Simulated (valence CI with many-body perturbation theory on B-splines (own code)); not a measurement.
## E1 transitions of Mn XX

Level of theory: configuration interaction combined with many-body perturbation theory (CI+MBPT): four valence electrons over a frozen Dirac-Fock core [He], radial functions for each j: 11 s, 11 p, 9 d, 7 f, 5 g, 2 h, 1 i, with the one-electron correlation potential Σ1 (screened to all orders), the two-electron term Σ2, the three-electron term Σ3, Breit, model QED; selected single and double excitations, second order for the rest (own B-spline code, finite nucleus).

No measured spectrum was set against this ion. As an estimate, levels of excited configurations hold to 0.05 to 0.15 % of their energy, terms of the ground configuration to about 0.5 %.

Lines 101 to 150 of 248 in falling wavelength, among levels below 987.60 eV, chosen from the strongest by gf and those to the six lowest levels. Wavelengths and rates use the calculated energies, so an error of 500 cm⁻¹ moves a line at 1.497 nm by 0.0075 % and its rate by three times that or more. Electric multipoles are in the length gauge, E1 and E2 with the static RPA response of the core. Weak lines are less certain than strong ones. Lines between different terms over intervals too small for the method are left out, as are lines whose strength nearly cancels. The highest levels of a list are the least certain.

Names give the largest LS component (configuration and term), which can be under half, so a name can repeat, a term be missing and a line seem to break the LS rules; names also repeat where a configuration has a term twice. Letters in brackets count levels of one name in rising energy.

```tsv
λ vac (nm)	Upper	Lower	A (s⁻¹)	S (a.u.) with core polarisation	S without
1.497	2s 2p2 3s 3P_2 [a]	2s 2p3 3P°_2	7.14e+11	5.91e-03	5.89e-03
1.490	2s 2p2 3s 1D_2	2s 2p3 1D°_2	9.05e+11	7.38e-03	7.34e-03
1.476	2s2 2p 3s 1P°_1	2s2 2p2 1S_0	6.74e+11	3.21e-03	3.20e-03
1.476	2s 2p2 3s 1P_1	2s 2p3 1P°_1	1.79e+12	8.50e-03	8.47e-03
1.474	2s2 2p 3s 3P°_1	2s2 2p2 1D_2	9.67e+10	4.59e-04	4.56e-04
1.474	2s 2p2 3s 3P_1	2s 2p3 3D°_2	1.52e+12	7.19e-03	7.15e-03
1.469	2s 2p2 3s 3P_2 [a]	2s 2p3 3D°_3	1.26e+12	9.85e-03	9.80e-03
1.464	2s 2p2 3s 3D_2	2s 2p3 3P°_2	7.72e+11	5.98e-03	5.96e-03
1.457	2s 2p2 3d 3P_1	2s 2p3 3S°_1	1.22e+12	5.58e-03	5.59e-03
1.455	2s2 2p 3s 3P°_2	2s2 2p2 1D_2	2.79e+11	2.12e-03	2.11e-03
1.450	2s2 2p 3s 1P°_1	2s2 2p2 1D_2	2.00e+12	9.02e-03	8.97e-03
1.450	2s2 2p 3s 3P°_1	2s2 2p2 3P_2	1.03e+12	4.65e-03	4.63e-03
1.449	2s 2p2 3s 1P_1	2s 2p3 1D°_2	2.28e+12	1.03e-02	1.02e-02
1.448	2s 2p2 3s 3P_2 [b]	2s 2p3 3S°_1	6.65e+11	4.98e-03	4.96e-03
1.444	2s2 2p 3s 3P°_0	2s2 2p2 3P_1	1.78e+12	2.64e-03	2.63e-03
1.442	2s 2p2 3s 5P_1	2s 2p3 5S°_2	1.31e+12	5.84e-03	5.81e-03
1.442	2s2 2p 3s 3P°_1	2s2 2p2 3P_1	3.38e+11	1.50e-03	1.49e-03
1.436	2s 2p2 3s 3D_3	2s 2p3 3D°_3	1.71e+12	1.75e-02	1.74e-02
1.433	2s 2p2 3s 5P_2	2s 2p3 5S°_2	1.35e+12	9.83e-03	9.80e-03
1.433	2s 2p2 3s 3D_2	2s 2p3 3D°_1	6.38e+11	4.64e-03	4.62e-03
1.433	2s 2p2 3d 3P_2	2s 2p3 3P°_2	8.65e+11	6.28e-03	6.29e-03
1.433	2s 2p2 3s 3D_2	2s 2p3 3D°_2	7.59e+11	5.51e-03	5.49e-03
1.431	2s 2p2 3s 3D_3	2s 2p3 3D°_2	6.84e+11	6.93e-03	6.91e-03
1.431	2s2 2p 3s 3P°_2	2s2 2p2 3P_2	1.12e+12	8.09e-03	8.05e-03
1.431	2s 2p2 3d 3P_2	2s 2p3 3P°_1	9.92e+11	7.17e-03	7.18e-03
1.430	2s2 2p 3s 3P°_1	2s2 2p2 3P_0	5.97e+11	2.58e-03	2.57e-03
1.427	2s2 2p 3s 1P°_1	2s2 2p2 3P_2	5.61e+10	2.41e-04	2.40e-04
1.425	2s 2p2 3d 3F_2	2s 2p3 3P°_1	9.82e+11	7.02e-03	7.03e-03
1.425	2s 2p2 3d 3P_1	2s 2p3 3P°_2	1.26e+12	5.38e-03	5.39e-03
1.425	2s 2p2 3s 5P_3	2s 2p3 5S°_2	1.45e+12	1.45e-02	1.44e-02
1.423	2s2 2p 3s 3P°_2	2s2 2p2 3P_1	4.95e+11	3.53e-03	3.51e-03
1.421	2s 2p2 3d 3P_1	2s 2p3 3P°_0	3.61e+12	1.53e-02	1.54e-02
1.419	2s2 2p 3s 1P°_1	2s2 2p2 3P_1	9.82e+10	4.15e-04	4.13e-04
1.417	2s 2p2 3d 3P_0	2s 2p3 3P°_1	5.98e+12	8.39e-03	8.41e-03
1.416	2s 2p2 3s 3P_2 [b]	2s 2p3 3P°_2	6.37e+11	4.46e-03	4.45e-03
1.408	2s2 2p 3d 3D°_1	2s2 2p2 1S_0	1.40e+11	5.79e-04	5.80e-04
1.404	2s 2p2 3d 3P_2	2s 2p3 3D°_1	4.00e+12	2.73e-02	2.74e-02
1.404	2s 2p2 3d 3P_2	2s 2p3 3D°_2	7.14e+11	4.87e-03	4.88e-03
1.399	2s 2p2 3d 3F_2	2s 2p3 3D°_1	2.94e+12	1.99e-02	1.99e-02
1.399	2s 2p2 3d 3F_2	2s 2p3 3D°_2	2.44e+12	1.65e-02	1.65e-02
1.397	2s 2p2 3d 3F_3	2s 2p3 3D°_3	5.93e+11	5.59e-03	5.60e-03
1.396	2s 2p2 3d 3P_1	2s 2p3 3D°_1	1.48e+12	5.97e-03	5.98e-03
1.396	2s2 2p 3d 3F°_2	2s2 2p2 1D_2	7.45e+11	5.00e-03	5.01e-03
1.393	2s 2p2 3d 3F_3	2s 2p3 3D°_2	6.64e+12	6.20e-02	6.21e-02
1.391	2s2 2p 3d 3P°_1	2s2 2p2 1S_0	7.98e+10	3.18e-04	3.18e-04
1.389	2s 2p2 3d 3F_4	2s 2p3 3D°_3	7.75e+12	9.24e-02	9.25e-02
1.389	2s2 2p 3d 3F°_3	2s2 2p2 1D_2	2.43e+11	2.25e-03	2.25e-03
1.388	2s2 2p 3d 3P°_2 [a]	2s2 2p2 1D_2	1.28e+12	8.46e-03	8.47e-03
1.380	2s2 2p 3d 1P°_1	2s2 2p2 1S_0	1.43e+13	5.55e-02	5.56e-02
1.378	2s 2p2 3p 3S°_1	2s2 2p2 1S_0	8.56e+11	3.31e-03	3.32e-03
```
